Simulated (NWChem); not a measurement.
C$_{4}$H$_{7}$F; SMILES C[C@H]1C[C@@H]1F

Results from NWChem. Pople sets run with spherical d functions. All runs use the structure optimised with B3LYP/6-31G* (spherical d). Total energies compare along this basis series because the functional is fixed.

```json
[
 {"level": "PBE/STO-3G", "basis functions": "32", "energy (Ha)": "-252.7904", "highest occupied level (eV)": "-2.77", "orbital gap (eV)": "9.05", "dipole (D)": "0.75", "relative time": "1"},
 {"level": "PBE/3-21G", "basis functions": "59", "energy (Ha)": "-254.7229", "highest occupied level (eV)": "-5.96", "orbital gap (eV)": "7.96", "dipole (D)": "1.51", "relative time": "1"},
 {"level": "PBE/6-31G*", "basis functions": "84", "energy (Ha)": "-256.1194", "highest occupied level (eV)": "-6.06", "orbital gap (eV)": "7.72", "dipole (D)": "1.50", "relative time": "3"},
 {"level": "PBE/6-31+G*", "basis functions": "104", "energy (Ha)": "-256.1383", "highest occupied level (eV)": "-6.49", "orbital gap (eV)": "6.44", "dipole (D)": "1.88", "relative time": "5"},
 {"level": "PBE/6-311G**", "basis functions": "132", "energy (Ha)": "-256.1993", "highest occupied level (eV)": "-6.39", "orbital gap (eV)": "7.21", "dipole (D)": "1.63", "relative time": "6"},
 {"level": "PBE/6-311++G**", "basis functions": "159", "energy (Ha)": "-256.2071", "highest occupied level (eV)": "-6.57", "orbital gap (eV)": "6.17", "dipole (D)": "1.91", "relative time": "10"}
]
```

Times are rough ratios from one shared machine.
